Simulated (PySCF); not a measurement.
B⁻ (boron, charge -1) across methods

[He] 2s2 2p2, high-spin 3P determinant. Calculation: PySCF 2.14, in dyall-acv3z; the non-relativistic Hamiltonian (point nucleus).

| method | E (hartree) | mean ε 2s α (eV) | mean ε 2s β (eV) | mean ε 2p α (eV) | Σ⟨r²⟩ (bohr²) | ⟨S²⟩ |
| --- | --- | --- | --- | --- | --- | --- |
| UHF | -24.52191 | -8.501 | -4.564 | -0.779 | 39.26 | 2.009 |
| B97-3 | -24.6670 | -4.940 | -3.030 | 1.141 | 47.59 | 2.005 |
| PBE | -24.6359 | -3.671 | -2.246 | 1.618 | 54.32 | 2.003 |
| LC-wPBE | -24.6443 | -7.518 | -5.056 | -0.850 | 37.72 | 2.005 |
| LDA | -24.3841 | -3.675 | -2.260 | 1.558 | 54.35 | 2.002 |
| PBEsol | -24.5006 | -3.652 | -2.216 | 1.628 | 54.59 | 2.002 |
| r2SCAN | -24.6604 | -3.954 | -2.083 | 1.559 | 49.63 | 2.007 |
| wB97X-V | -24.6638 | -7.188 | -5.057 | -0.519 | 41.44 | 2.003 |

Question: Estimate the same row for PBE0.

Answer: E (hartree) = -24.6377; mean ε 2s α (eV) = -4.887; mean ε 2s β (eV) = -2.991; mean ε 2p α (eV) = 1.085; Σ⟨r²⟩ (bohr²) = 47.55; ⟨S²⟩ = 2.003.

The highest occupied level is positive at PBE0, B97-3, PBE, LDA, PBEsol, r2SCAN: only the finite basis holds that electron, which in a density functional comes from self-interaction.
